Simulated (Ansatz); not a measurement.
`[F][Sn]([F])([F])[SiH3]` + H₂Se → `[F][Sn]([F])([F])[SeH]` + SiH₄  (cleavage of the Sn–Si bond)

Isolated molecules relaxed with PBE0-D4/def2-TZVP in Ansatz; ΔE leaves out vibrations. CCSD(T)/CBS adds triple-zeta CCSD(T) − MP2 to the extrapolated MP2 energy (def2 sets, frozen cores). This one scheme is used for every species. Functionals use def2-TZVPP. HSE06 is defined as in plane-wave codes. Elements past krypton have def2 core potentials. For Se, Sn outer-core shells are correlated without core-valence functions, which leaves a few kJ/mol of doubt a bond. Scalar relativity is left out up to krypton. One conformer a species, not always the lowest.

`[F][Sn]([F])([F])[SiH3]`:

Z-matrix (Å, degrees):
```
Sn
F 1 1.903
F 1 1.903 2 103.4
F 1 1.903 2 103.4 3 107.5
Si 1 2.560 2 114.9 3 -126.1
H 5 1.479 1 106.6 2 -179.7
H 5 1.480 1 106.5 2 -59.7
H 5 1.480 1 106.3 2 60.3
```

H₂Se:

Z-matrix (Å, degrees):
```
Se
H 1 1.467
H 1 1.467 2 91.2
```

`[F][Sn]([F])([F])[SeH]`:

Cartesian coordinates in Å:
```
F -0.100 1.198 -1.636
Sn 0.389 -0.064 -0.312
F 1.271 -1.466 -1.225
F 1.728 0.839 0.674
Se -1.490 -0.940 1.035
H -1.797 0.434 1.464
```

SiH₄:

Z-matrix (Å, degrees):
```
Si
H 1 1.485
H 1 1.485 2 109.5
H 1 1.485 2 109.5 3 -120.0
H 1 1.485 2 109.5 3 120.0
```

| level | ΔE (kJ/mol) | difference from CCSD(T)/CBS |
| --- | --- | --- |
| revPBE-D4 | -23.8 | 6.5 |
| BLYP-D4 | -25.3 | 5.0 |
| r2SCANh-D4 | -27.4 | 2.9 |
| HSE06-D4 | -23.7 | 6.6 |
| ωB97M-V | -27.0 | 3.3 |
| BLYP | -23.5 | 6.8 |
| CAM-B3LYP | -24.4 | 5.9 |
| LC-ωPBE | -22.6 | 7.7 |
| MP2/def2-SVP | -37.5 | -7.2 |
| CCSD/CBS(def2) | -29.2 | 1.1 |
| CCSD(T)/CBS | -30.3 | 0 |

Largest T1 diagnostic among the species: 0.015.

From BLYP to BHLYP (50 % exact exchange), in def2-TZVPP and without D4, ΔE moves by −5.2 kJ/mol. In def2-TZVPP, CCSD(T) changes the Hartree–Fock value by +7.7 kJ/mol (the triples alone add −1.1 kJ/mol) and MP2 by +3.7 kJ/mol.
